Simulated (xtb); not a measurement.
HO (SMILES [OH-]), charge -1, singlet, geometry from GFN2-xTB. Base run: GFN2-xTB in xtb.

Geometry (Å):
```xyz
2

O      0.0000     0.0000    -0.1088
H      0.0000     0.0000     0.8700
```
Charge -1, spin multiplicity 1.
All else is at xtb's defaults.
Base energy -4.68167 Eh.

Variants of this job, named by their change:

| change | ΔE vs base (kcal/mol) | HOMO-LUMO gap (eV) | G_solv (kcal/mol) | SCF cycles |
|---|---|---|---|---|
| base | 0.000 | 13.21 | - | 8 |
| alpb = ether | ? | ? | ? | 8 |
| etemp = 1000 | 0.000 | 13.21 | - | 8 |
| alpb = ch2cl2 | -78.0 | 13.37 | -78.18 | 8 |
| acc = 0.0001 | 0.000 | 13.21 | - | 10 |
| acc = 1000 | 0.001 | 13.23 | - | 4 |
| gbsa = water | ? | ? | ? | 8 |

Task: Complete the blanks.

Result: 
- alpb = ether, ΔE vs base (kcal/mol): -65.7
- alpb = ether, HOMO-LUMO gap (eV): 13.30
- alpb = ether, G_solv (kcal/mol): -65.79
- gbsa = water, ΔE vs base (kcal/mol): -87.2
- gbsa = water, HOMO-LUMO gap (eV): 13.52
- gbsa = water, G_solv (kcal/mol): -87.98

ALPB and GBSA are two models with their own fitted parameters for each solvent, which aren't always the measured dielectric constant.
